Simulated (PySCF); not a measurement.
Vertical excitations of a molecule C2H4FNOSi from PySCF 2.14.0 with TDA-PBE/def2-SVPD, as energy in eV (oscillator strength): 3.69 (0.000), 4.60 (0.002), 5.24 (0.005), 5.60 (0.000), 6.02 (0.004), 6.31 (0.005), 6.36 (0.005), 6.49 (0.003), 6.61 (0.031), 6.82 (0.003). Lowest triplet (TDA): 2.95 eV. Coordinates come from a r2SCAN-D4/def2-SVP optimisation. The values are those of a single conformer.

Question: Pick the molecule that these values belong to.
(A) O[Si@@H]1C=N[C@@H]1F
(B) N#C[C@@H](F)[SiH2]O
(C) FC[Si@H]1N=CO1
(D) O=C/N=C/[SiH2]F

Answer: A, O[Si@@H]1C=N[C@@H]1F
